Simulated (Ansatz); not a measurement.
**Energy profile**

The step: Si₃N₂H₉ ([SiH3][NH][SiH][NH][SiH3]) + NH₃ → Si₂N₂H₇ ([NH2][SiH][NH][SiH3]) + SiNH₅ ([NH2][SiH3]); bonds formed: Si1–N8, N2–H7; bonds broken: Si1–N2, H7–N8 (atoms numbered as in the saddle structure below).

Si1  (0.723, 0.134, 0.826)
N2  (1.072, -0.036, -1.045)
Si3  (-0.154, -0.746, -2.092)
N4  (-0.483, 1.440, 0.890)
Si5  (-2.147, 1.214, 1.287)
H6  (-0.247, -0.994, 1.028)
H7  (1.905, -0.773, -0.539)
N8  (2.242, -1.136, 0.752)
H9  (1.480, 0.809, -1.430)
H10  (-1.415, 0.032, -2.049)
H11  (-0.383, -2.128, -1.611)
H12  (0.360, -0.770, -3.486)
H13  (-0.126, 2.374, 1.026)
H14  (-2.369, 0.628, 2.641)
H15  (-2.802, 0.299, 0.313)
H16  (-2.837, 2.534, 1.250)
H17  (2.063, -2.072, 1.101)
H18  (3.118, -0.808, 1.137)
(Å)

Electronic energies by CCSD(T) at an estimated basis limit (MP2 extrapolated from triple and quadruple zeta, plus CCSD(T) − MP2 in triple zeta), on PBE0-D4/def2-TZVP structures; Si₃N₃H₁₂, doublet; no counterpoise correction; spin–orbit coupling, which lowers free halogen atoms and radicals such as OH and SH, is left out. Program: Ansatz 0.2.0. Basis: def2-TZVPP and def2-QZVPP. Cores are frozen in the correlated methods; orbitals are unrestricted. Extrapolation: Hartree–Fock as exp(−7.88 √X), correlation as X^−2.97.

Task: Give the profile in eV, counted from the separated reactants. (An estimate is asked for; the value comes from the calculation.)

Result: By the calculation:
| point | eV |
| --- | --- |
| separated: Si₃N₂H₉ (linked as [SiH3][NH][SiH][NH][SiH3]; Si1, N2, Si3, N4, Si5, H6, H9, H10, H11, H12, H13, H14, H15, H16; doublet) + NH₃ (H7, N8, H17, H18; singlet) | 0.000 |
| start structure | -0.147 |
| saddle | 1.207 |
| end structure | 0.022 |
| separated: Si₂N₂H₇ (linked as [NH2][SiH][NH][SiH3]; Si1, N4, Si5, H6, N8, H13, H14, H15, H16, H17, H18; doublet) + SiNH₅ (linked as [NH2][SiH3]; N2, Si3, H7, H9, H10, H11, H12; singlet) | 0.182 |

The T1 diagnostic stays at or below 0.014. ⟨S²⟩ of the unrestricted Hartree–Fock references: 0.75 to 0.76 (a pure state has 0.75).

For scale, one of the runs: CCSD(T)/def2-TZVPP, 387 basis functions, launched by `ansatz run in.yaml --threads 4 --pin off --events-out ev --progress --plain --max-ram 46080MiB --backend cuda --devices 0, --max-vram 37GiB`. Hardware: 4 CPU threads of an AMD EPYC 7R13 and a share of one NVIDIA H100, shared host. Wall time 7.1 min; peak host memory 1.7 GiB.
